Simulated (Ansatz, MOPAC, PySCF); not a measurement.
Molecule: HSiO (charge 0, doublet). SMILES: O=[SiH]
Structure (B3LYP-D3(BJ)/def2-TZVP (Ansatz, a program for electronic structure) minimum search):
```
Si
O 1 1.5293
H 1 1.5278 2 117.75
```
Charge 0, spin multiplicity 2.

Unscaled harmonic wavenumbers (cm⁻¹) in rising order, each level at the stationary point that it reaches from this structure (no distance between atoms moves by over 0.3 Å); the order of modes can differ between levels, and a negative number is imaginary. B3LYP-D3(BJ)/def2-TZVP (PySCF, at the structure above): 615, 1173, 1906.

PM3 (MOPAC): 605, 1014, 1802. Zero-point energy 4.9 against 5.3 kcal/mol; where all levels lie over 400 cm⁻¹, the wavenumbers are on average 0.931 times those of B3LYP-D3(BJ)/def2-TZVP.

HF/3-21G (Ansatz): 791, 887, 2029. Zero-point energy 5.3 against 5.3 kcal/mol; where all levels lie over 400 cm⁻¹, the wavenumbers are on average 1.035 times those of B3LYP-D3(BJ)/def2-TZVP.

HF/6-31G* (Ansatz): 762, 1322, 2117. Zero-point energy 6.0 against 5.3 kcal/mol; where all levels lie over 400 cm⁻¹, the wavenumbers are on average 1.159 times those of B3LYP-D3(BJ)/def2-TZVP.

B3LYP/6-31G* (Ansatz): 617, 1151, 1908. Zero-point energy 5.3 against 5.3 kcal/mol; where all levels lie over 400 cm⁻¹, the wavenumbers are on average 0.995 times those of B3LYP-D3(BJ)/def2-TZVP.
